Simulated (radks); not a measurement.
Q: The palladium ion Pd2+, 44 electrons, occupied as [Ar] 3d10 4s2 4p5.5 4d8.5 (fractional occupations, a model configuration). Method: Dirac Kohn-Sham, BLYP, spin-unpolarised, spherical densities, finite nucleus; open shells are shared between the two j in proportion to 2j + 1; Fermi nuclear charge, rms radius 4.5318 fm; computed with a radial shooting solver on a logarithmic mesh with Libxc functionals.

Spin-orbit splittings of the eigenvalues, e(l+1/2) - e(l-1/2), with zeta = 2 splitting/(2l+1) and mean radii in bohr:

| shell | occ. | splitting (eV) | zeta (eV) | <r> j=l-1/2 | <r> j=l+1/2 |
|---|---|---|---|---|---|
| 2p | 6 | ? | ? | 0.1171 | 0.1221 |
| 3p | 6 | 27.80 | 18.53 | 0.3712 | 0.3821 |
| 3d | 10 | 5.544 | 2.218 | 0.3556 | 0.3591 |
| 4p | 5.5 | 4.567 | 3.045 | 1.010 | 1.040 |
| 4d | 8.5 | 0.5364 | 0.2146 | 1.358 | 1.374 |

Estimate the 2p splitting.

A: 159.5 eV (zeta = 106.3 eV).
